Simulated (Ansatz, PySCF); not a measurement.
Stepwise substitution at one centre (Ge SH-H). Isolated molecules, 0 K electronic values unless said otherwise. One relaxed conformer stands for each flexible species; it need not be the lowest. Strings in code marks are SMILES.

Quantity: redistribution energy (mixed species minus the weighted end members), in kcal/mol.

Level 1: frozen-core CCSD(T)/cc-pVTZ // r2SCAN-D4/def2-TZVP (Ansatz, a quantum-chemistry and plane-wave program)
Level 2: PBE-D3(BJ)/def2-TZVP // r2SCAN-D4/def2-TZVP (PySCF)
Level 3: B3LYP/6-31G* // r2SCAN-D4/def2-TZVP (PySCF)
Level 4: PBE/6-31G* // r2SCAN-D4/def2-TZVP (PySCF)

| species | level 1 | level 2 | level 3 | level 4 |
|---|---|---|---|---|
| 2 of 4 SH replaced by H: `[SH][GeH2][SH]` (H–S–Ge–S torsion -145°, S–Ge–S–H torsion 59°) | 2.64 | … | 1.75 | … |
| 3 of 4 SH replaced by H: `[SH][GeH3]` | 2.13 | 2.25 | 1.42 | 1.94 |
| 1 of 4 SH replaced by H: `[SH][GeH]([SH])[SH]` | … | 1.33 | 0.75 | 1.05 |

### Question
Fill in the missing entries.

### Answer

- 2 of 4 SH replaced by H: `[SH][GeH2][SH]` (H–S–Ge–S torsion -145°, S–Ge–S–H torsion 59°), level 2: 2.66
- 2 of 4 SH replaced by H: `[SH][GeH2][SH]` (H–S–Ge–S torsion -145°, S–Ge–S–H torsion 59°), level 4: 2.33
- 1 of 4 SH replaced by H: `[SH][GeH]([SH])[SH]`, level 1: 1.46
